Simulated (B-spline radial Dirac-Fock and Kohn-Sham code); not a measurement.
# Characteristic X-ray lines: Tc¹⁸⁺

System: the Tc¹⁸⁺ ion, configuration [Ar] 3d7.

Input file task.json (cfg lists n, l and occupation; rrms is the nuclear radius in fm):

```json
{"items": [{
  "Z": 43,
  "q": 18,
  "cfg": [[1, 0, 2], [2, 0, 2], [2, 1, 6], [3, 0, 2], [3, 1, 6], [3, 2, 7]],
  "A": 97,
  "rrms": 4.4112,
  "do": ["binding"]
}]}
```

Command: `python xray_run.py task.json out`

These are calculated numbers from an atomic code on a B-spline grid; the model is ΔSCF Dirac-Fock with Breit, self-energy and vacuum polarisation, finite nucleus, configuration average. A line energy is the difference of two single-hole energies; the list is a selection of electric-dipole transitions between resolved j subshells. Electron correlation is not included.

```
 line  energy (eV)  wavelength (Å)
 K-M3      20692.5         0.59917
 K-M2      20670.4         0.59982
 K-L3      18376.1         0.67470
 K-L2      18259.0         0.67903
L1-M3       2684.8          4.6181
L1-M2       2662.6          4.6565
L2-M1       2313.4          5.3595
L3-M1       2196.3          5.6453
```
